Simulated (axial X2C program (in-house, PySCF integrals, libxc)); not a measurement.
**Spin–orbit effects down a group: molecules with Li, PBE0**

Calculated with an axial X2C code built on PySCF integrals, spin-free (one-electron X2C) or two-component (2c: spin–orbit coupling with atomic mean-field Coulomb and Gaunt terms, which also bring small scalar terms), in Dyall basis sets with cores contracted in-house; open shells are unrestricted.

Basis sets: Li dyall-cv3z, Mn dyall-cv3z, Re dyall-cv3z, Tc dyall-cv3z.

| molecule | spin-free state | Re (Å) | ωe (cm⁻¹) | De (eV) | 2c state | Re 2c (Å) | ωe 2c (cm⁻¹) | De 2c (eV) |
| --- | --- | --- | --- | --- | --- | --- | --- | --- |
| LiMn | M_S = 3, Λ = 0 | 2.987 | 220.9 | 0.38 | Ω = 3 | 2.988 | 220.7 | 0.38 |
| LiTc | M_S = 2, Λ = 0 | 2.610 | 338.6 | 1.16 | Ω = 3 | 2.565 | 344.7 | 1.19 |
| LiRe | M_S = 2, Λ = 1 | 2.463 | 404.6 | 0.49 | Ω = 3 | 2.462 | 403.9 | 0.58 |

Work out the shifts from the spin-free to the two-component result.



```tsv
molecule	2c state	ΔRe (Å)	Δωe (cm⁻¹)	ΔDe (eV)
LiMn	Ω = 3	0.001	-0.2	0.00
LiTc	Ω = 3	other state	other state	n/a
LiRe	Ω = 3	-0.001	-0.7	0.09
```

Shifts of one unit in the last digit are rounding.

Each entry is the lowest single determinant of a limited PBE0 search at one distance. De goes to single-determinant-based atoms at the same level (for ions the charge split of lowest energy) and is withheld (n/a) where an atom does not fit its ground term or J level. Main or longest-lived isotopes. One determinant is a doubtful description, or other states lie close, for LiMn, LiTc, LiRe; these need not be ground states, and all values refer to the states named. Some open-shell Ω = 0 determinants are out of reach, so the Ω given for LiMn, LiTc, LiRe need not be the lowest component. With several unpaired electrons the Ω given is that of one determinant, not necessarily of the lowest component. The functionals have no current term, which raises determinants with orbital currents. Where the atoms have a lower orbital projection than the molecule, De at mean-field level may be about a tenth of an eV too small. The lowest determinant changes configuration between the Hamiltonians for LiTc, so two states are compared there.
